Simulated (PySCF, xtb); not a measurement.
C5H7Cl, SMILES C([C@@H](C#C)C)Cl. One conformer was computed; it need not be the lowest.

Harmonic wavenumbers (cm⁻¹) from xtb with GFN2-xTB at its own minimum, in rising order: 82, 131, 185, 206, 265, 365, 435, 475, 658, 668, 742, 851, 890, 959, 1055, 1091, 1124, 1186, 1225, 1288, 1292, 1405, 1437, 1488, 1494, 2291, 2919, 2980, 2982, 3038, 3046, 3049, 3397.

**Question.** What does B3LYP-D3(BJ)/def2-SVP (PySCF) give at its own minimum? (An estimate is asked for; the answer gives what the named calculation found.)

**Answer.** 102, 144, 211, 244, 291, 378, 495, 533, 697, 708, 752, 821, 887, 941, 1061, 1089, 1131, 1215, 1263, 1337, 1338, 1392, 1456, 1471, 1474, 2225, 3032, 3044, 3088, 3130, 3146, 3160, 3471. Paired by order, the mean absolute difference is 41 cm⁻¹ and the zero-point energies are 63.9 and 65.4 kcal/mol.
